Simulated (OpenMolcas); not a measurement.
## Sb⁺: thermal populations, the spin-orbit constant, worked from levels

```json
{
  "Program": "OpenMolcas",
  "Basis": "ANO-R3 [8s7p5d3f2g1h]",
  "Scalar Hamiltonian": "X2C, finite nucleus",
  "Active space": "2 electrons in 3 orbitals (5p)",
  "State averaging": "2S+1 = 3 even, 3 roots; 2S+1 = 1 even, 6 roots",
  "Spin-orbit coupling": "state interaction with AMFI integrals over the reference wave functions, term energies averaged over their components"
}
```

Methods: CASSCF; SS-CASPT2, IPEA 0.25 Eh, imaginary shift 0.1 Eh (closed shells correlated: 4d 5s). Measured levels: NIST Handbook of Basic Atomic Spectroscopic Data.

**Thermal populations.** Z = Σ (2J + 1) exp(-E/kT) with k = 0.695035 cm-1/K, over the levels below. No other level of either list lies under 51700 cm-1, which is above 7 kT at each temperature.

```
      Level  2J + 1  SS-CASPT2  measured
5s² 5p² ³P₀       1        0.0       0.0
5s² 5p² ³P₁       3       2660      3055
5s² 5p² ³P₂       5       5110      5658
5s² 5p² ¹D₂       5      12170     12790
5s² 5p² ¹S₀       1      23190     23906
```

| T (K) | Z, SS-CASPT2 | Z, measured levels | Ground level (%), SS-CASPT2 | Ground level (%), measured levels |
| --- | --- | --- | --- | --- |
| 3000 | 2.283 | 2.035 | 43.8 | 49.1 |
| 5000 | 3.696 | 3.354 | 27.1 | 29.8 |
| 8000 | 5.430 | 5.054 | 18.4 | 19.8 |

At 8000 K, kT = 5560 cm-1, and the computed levels give Z = 1.000 + 1.859 + 1.995 + 0.560 + 0.015 = 5.430.

**The spin-orbit constant.** For the Hund term ³P of p2, E(J) = (A/2) J(J+1) + constant and ζ = 2S·A = 2A. From J = 0 to J = 2 the energy changes by 3 A.

| Source | E(2) - E(0) | A | ζ |
| --- | --- | --- | --- |
| CASSCF | 5161.3 | 1720.4 | 3441 |
| SS-CASPT2 | 5113.8 | 1704.6 | 3409 |
| measured | 5658.2 | 1886.1 | 3772 |

All in cm-1. SS-CASPT2 is off by -9.6 % and CASSCF by -8.8 %. Both methods take the spin-orbit matrix elements from the reference wave functions, so the second can move ζ only through the term energies and any multistate remixing. Second-order mixing with other terms is absorbed into this ζ.

CASPT2 breaks the degeneracy within a term, and the mean is taken; among the terms shown or strongly mixed into the levels shown the widest spread is 88 cm-1 (5s² 5p² ¹D, SS-CASPT2). With the s shell closed, the reference lacks s² → p² mixing. Measured partners are found by configuration, term and J. A level has none where our copy of the source lacks it or the pairing is in doubt (some pairs that miss far off the trend of their configuration count as doubtful), and it then counts in no deviation. Only configurations of the active space appear.
